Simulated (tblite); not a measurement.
Species: C₅H₁₃Si₂ (doublet state).
Atom-mapped SMILES: `[CH3:1][CH2:2][CH:3]/[C:4]([SiH3:5])=[CH:6]\[SiH3:7]` (hydrogens: H8, H9, H10 on C1; H11, H12 on C2; H13 on C3; H14, H15, H16 on Si5; H17 on C6; H18, H19, H20 on Si7)

Computed geometry: GFN2-xTB, gas phase. This method treats the open shell by occupation alone, without spin polarisation.

Problem. List the bond lengths, angles and torsions at this level.

Solution. 
```json
{"bond": "C1–C2", "length (pm)": "153.3"}
{"bond": "C2–C3", "length (pm)": "148.5"}
{"bond": "C3–C4", "length (pm)": "137.4"}
{"bond": "C4–Si5", "length (pm)": "189.9"}
{"bond": "C4=C6", "length (pm)": "139.4"}
{"bond": "C6–Si7", "length (pm)": "186.5"}
{"bond": "C1–H8, C1–H9, C1–H10", "length (pm)": "108.8"}
{"bond": "C2–H11, C2–H12", "length (pm)": "109.3"}
{"bond": "C3–H13", "length (pm)": "108.4"}
{"bond": "Si5–H14, Si5–H15, Si5–H16", "length (pm)": "146.6"}
{"bond": "C6–H17", "length (pm)": "108.2"}
{"bond": "Si7–H18, Si7–H19, Si7–H20", "length (pm)": "146.8"}
```

Bonds in one row agree within 1 pm and their mean is given. A selection of angles:
```json
{"angle": "C2–C1–H8", "degrees": "110.1"}
{"angle": "H8–C1–H9", "degrees": "108.4"}
{"angle": "H8–C1–H10", "degrees": "108.7"}
{"angle": "C1–C2–C3", "degrees": "110.9"}
{"angle": "C1–C2–H11", "degrees": "109.4"}
{"angle": "C1–C2–H12", "degrees": "108.3"}
{"angle": "C3–C2–H11", "degrees": "110.8"}
{"angle": "C3–C2–H12", "degrees": "109.2"}
{"angle": "H11–C2–H12", "degrees": "108.2"}
{"angle": "C2–C3–C4", "degrees": "126.3"}
{"angle": "C2–C3–H13", "degrees": "115.2"}
{"angle": "C4–C3–H13", "degrees": "118.5"}
{"angle": "C3–C4–Si5", "degrees": "121.1"}
{"angle": "C3–C4–C6", "degrees": "120.6"}
{"angle": "Si5–C4–C6", "degrees": "118.3"}
{"angle": "C4–Si5–H14", "degrees": "110.3"}
{"angle": "H14–Si5–H15", "degrees": "109.5"}
{"angle": "C4–C6–Si7", "degrees": "127.3"}
{"angle": "C4–C6–H17", "degrees": "116.3"}
{"angle": "Si7–C6–H17", "degrees": "116.4"}
{"angle": "C6–Si7–H18", "degrees": "111.5"}
{"angle": "C6–Si7–H20", "degrees": "107.8"}
{"angle": "H18–Si7–H19", "degrees": "107.9"}
{"angle": "H18–Si7–H20", "degrees": "108.9"}
```

Dihedral angles: C1–C2–C3–C4 -113° (anticlinal); C2–C3–C4–Si5 -1° (synperiplanar); C3–C4–C6–Si7 0° (synperiplanar). The mirror-image conformer, all signs reversed, is as good.

Of the pairs four or more bonds apart, Si5···H11 is among the closest relative to their van der Waals radii: 2.69 Å, 82 % of the sum of Bondi's values. The C–Si distances run from 1.865 Å (C6–Si7, drawn single in a drawing that doesn't fit all lengths) to 1.899 Å (C4–Si5, drawn single in a drawing that doesn't fit all lengths), a spread of 0.034 Å. Si7 (silicon bonded to C and 3 H) is tetrahedral (angles from 107.8° to 111.7°). The C–C distances run from 1.374 Å (C3–C4, drawn single in a drawing that doesn't fit all lengths) to 1.533 Å (C1–C2, drawn single in a drawing that doesn't fit all lengths), a spread of 0.159 Å. C6 (carbon bonded to C, Si and H) is planar (angles 127.3°, 116.4° and 116.3°, sum 360.0°, 0.00 Å off the plane of its three neighbours). C4 (carbon bonded to 2 C and Si) is planar (angles 121.1°, 120.6° and 118.3°, sum 360.0°, 0.00 Å off the plane of its three neighbours). C3 (carbon bonded to 2 C and H) is planar (angles 126.3°, 118.5° and 115.2°, sum 360.0°, 0.01 Å off the plane of its three neighbours).

Point group: C1 (no symmetry element, even within 0.4 Å). Its GFN2-xTB frequencies are all real (lowest 24 cm⁻¹).
